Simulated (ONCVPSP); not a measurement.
## Br (Z = 35), ONCV: configuration errors across variants

```json
{"Element": "bromine (Br)", "Generator": "ONCVPSP 4.0.1", "Type": "optimised norm-conserving Vanderbilt (ONCV)", "Functional": "PBEsol", "Relativity": "non-relativistic", "Frozen core": "[Ar] 3d10", "Valence charge": "7", "Reference configuration": "4s2 4p5", "Partial waves": "4s: rc 1.50 bohr, ncon 4, nbas 7, qcut 4 1/bohr, 2 projectors, debl 1.3 Ha; 4p: rc 1.20 bohr, ncon 4, nbas 8, qcut 6.6 1/bohr, 1 projector; d scattering state at 0.15 Ha: rc 1.45 bohr, ncon 4, nbas 8, qcut 7.3 1/bohr, 3 projectors, debl 1.2 Ha", "Local potential": "polynomial inside 0.85 bohr (lpopt 5, dvloc0 0 Ha)", "Core correction": "none"}
```

All-electron excitation energies from the reference (eV): (1) 4s2 4p4 12.580; (2) 4s2 4p3 35.346; (3) 4s2 4p2 69.307; (4) 4s2 4p4.5 5.089.

3 further variants failed, have other tests or another functional or relativity, and are left out.

A true bound ghost makes a file unfit for plane-wave use even where its test errors are small: the radial tests pick states by their node count and pass the ghost by.

Errors AE − PS in meV (a dash: test not solved or not reliable):

| change | (1) | (2) | (3) | (4) | bound ghosts | GHOST(+) flags above zero |
| --- | --- | --- | --- | --- | --- | --- |
| base | +7.7 | +37 | +82 | +1.7 | s, d | p, d |
| d: qcut 6.4 | +7.7 | +37 | +82 | +1.7 | s, d | p, d |
| s: qcut 3.7; p: qcut 6.1; d: qcut 6.8 | +7.5 | +36 | +81 | +1.6 | s, d | p, d |
| local potential polynomial inside 0.85 bohr (lpopt 5, dvloc0 4 Ha) | +3.8 | +17 | +35 | +0.9 | d, s | d |
| d: nproj 1 | +7.7 | +37 | +82 | +1.7 | s | p |

(1) Give the same row for: core correction Teter function, fcfact 5.25, rcfact 1.6.

## Answers

(1) +2.9, -3.3, -78, +0.9; bound ghosts: s, d; GHOST(+) flags above zero: p, d.
